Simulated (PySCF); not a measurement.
CH6O2Si3, SMILES O=C1O[SiH2][Si@H]1[SiH3].

Geometry optimised at B3LYP-D3(BJ)/def2-SVP. The structure was generated by enumeration; whether it is a known compound was not checked.

Calculation: PySCF with B3LYP-D3(BJ)/def2-SVP.

Frequencies are harmonic and unscaled.

```tsv
mode	ν (cm⁻¹)	IR (km/mol)	moving atoms (share of kinetic energy)
1	65	1.3	Si 50 %, O 38 %, H 11 %
2	82	3.4	Si 50 %, O 32 %, H 14 %
3	93	0.2	H 96 %
4	135	0.9	O 44 %, Si 34 %, H 20 %
5	339	3.0	Si 54 %, O 34 %, H 9 %
6	370	2.4	Si 60 %, H 20 %, O 16 %
7	410	22.5	Si 33 %, O 28 %, H 27 %, C 12 %
8	431	5.2	H 82 %, Si 13 %
9	452	7.2	H 41 %, C 23 %, Si 21 %, O 15 %
10	477	7.3	Si 61 %, H 26 %, O 9 %
11	541	4.7	H 73 %, Si 23 %
12	580	11.6	H 49 %, Si 23 %, C 20 %, O 8 %
13	627	6.1	O 35 %, Si 31 %, C 25 %, H 8 %
14	655	44.8	H 73 %, C 13 %
15	678	14.8	H 87 %
16	723	84.6	H 67 %, C 16 %, Si 14 %
17	755	66.5	H 74 %, Si 14 %, C 8 %
18	858	78.6	O 79 %, Si 9 %
19	873	309.3	H 90 %, Si 9 %
20	939	41.0	H 97 %
21	941	40.4	H 97 %
22	963	184.1	H 92 %
23	1071	233.4	C 50 %, O 33 %, H 14 %
24	1878	370.6	C 61 %, O 39 %
25	2214	66.0	H 98 %
26	2219	31.7	H 97 %
27	2228	75.4	H 96 %
28	2234	84.9	H 96 %
29	2245	94.3	H 98 %
30	2255	107.9	H 95 %
```
